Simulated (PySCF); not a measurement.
Species: C7H11NS.
Bonds: S1–C2 (double), C2–N3 (double), N3–C4, C4–C5, C5–C6, C6–C7, C7–C8, C8–C9, C4–C9. Hydrogens: H10 on C4; H11, H12 on C5; H13, H14 on C6; H15, H16 on C7; H17, H18 on C8; H19, H20 on C9.

The same species was optimised twice, with GFN2-xTB and with PBE0-D3(BJ)/def2-SVP (PySCF), and the same property calculations (PySCF, gas phase) were run on both structures.

| coordinate | GFN2-xTB | PBE0-D3(BJ)/def2-SVP | change |
| --- | --- | --- | --- |
| S1=C2 (Å) | 1.559 | 1.585 | +0.026 |
| N3–C4 (Å) | 1.416 | 1.426 | +0.010 |
| C2=N3 (Å) | 1.191 | 1.189 | -0.002 |
| C4–C9 (Å) | 1.535 | 1.534 | -0.001 |
| C4–C5 (Å) | 1.535 | 1.534 | -0.001 |
| C5–C6 (Å) | 1.525 | 1.524 | -0.001 |
| C8–C9 (Å) | 1.525 | 1.524 | -0.001 |
| C7–C8 (Å) | 1.526 | 1.526 | 0.000 |
| C6–C7 (Å) | 1.526 | 1.526 | 0.000 |
| C2–N3–C4 (°) | 145.8 | 153.8 | +8.0 |
| S1–C2–N3 (°) | 169.8 | 177.1 | +7.3 |
| C6–C7–C8 (°) | 110.2 | 111.5 | +1.3 |
| C7–C8–C9 (°) | 110.6 | 111.5 | +0.9 |
| C5–C6–C7 (°) | 110.6 | 111.4 | +0.8 |
| C4–C5–C6 (°) | 111.3 | 112.0 | +0.7 |
| C4–C9–C8 (°) | 111.4 | 112.0 | +0.6 |
| N3–C4–C9 (°) | 110.9 | 110.3 | -0.6 |
| C2–N3–C4–C5 (°) | 62 | 62 | 0 |

Rotational constants: A = 2273, B = 884.6, C = 854.3 MHz (GFN2-xTB) against A = 2274, B = 843.2, C = 819.0 MHz (PBE0-D3(BJ)/def2-SVP). Point groups within 0.08 Å: Cs and Cs.

On the GFN2-xTB structure: HOMO (eV) -6.99 [PBE0/pcSseg-1]; LUMO (eV) -0.40 [PBE0/pcSseg-1]; dipole (D) 3.43 [PBE0/pcSseg-1]; GIAO shielding of S1 (ppm) 729.8 [PBE0/pcSseg-1]; GIAO shielding of C2 (ppm) 37.3 [PBE0/pcSseg-1]; GIAO shielding of N3 (ppm) 140.7 [PBE0/pcSseg-1]; GIAO shielding of C4 (ppm) 134.1 [PBE0/pcSseg-1]; GIAO shielding of C5/C9 (mean) (ppm) 149.8 [PBE0/pcSseg-1]; GIAO shielding of C6/C8 (mean) (ppm) 163.2 [PBE0/pcSseg-1]; GIAO shielding of C7 (ppm) 157.2 [PBE0/pcSseg-1].

Problem. What do these properties become on the PBE0-D3(BJ)/def2-SVP structure?

Solution. 
```
                                    property          level  on GFN2-xTB  on PBE0-D3(BJ)/def2-SVP  change
                                   HOMO (eV)  PBE0/pcSseg-1        -6.99                    -6.95   +0.04
                                   LUMO (eV)  PBE0/pcSseg-1        -0.40                    -0.14   +0.26
                                  dipole (D)  PBE0/pcSseg-1         3.43                     3.82   +0.39
energy, GFN2-xTB geometry as zero (kcal/mol)  PBE0/pcSseg-1          0.0                     -1.9    -1.9
                  GIAO shielding of S1 (ppm)  PBE0/pcSseg-1        729.8                    737.3    +7.5
                  GIAO shielding of C2 (ppm)  PBE0/pcSseg-1         37.3                     41.3    +4.0
                  GIAO shielding of N3 (ppm)  PBE0/pcSseg-1        140.7                    139.0    -1.7
                  GIAO shielding of C4 (ppm)  PBE0/pcSseg-1        134.1                    132.3    -1.8
        GIAO shielding of C5/C9 (mean) (ppm)  PBE0/pcSseg-1        149.8                    149.1    -0.7
        GIAO shielding of C6/C8 (mean) (ppm)  PBE0/pcSseg-1        163.2                    162.3    -0.9
                  GIAO shielding of C7 (ppm)  PBE0/pcSseg-1        157.2                    156.6    -0.6
```

The heavy atoms differ by 0.056 Å rms after alignment. Among bonds between heavy atoms S1=C2 changes most (+0.026 Å). Changes are differences of the printed values. Neither structure is proved a minimum here.
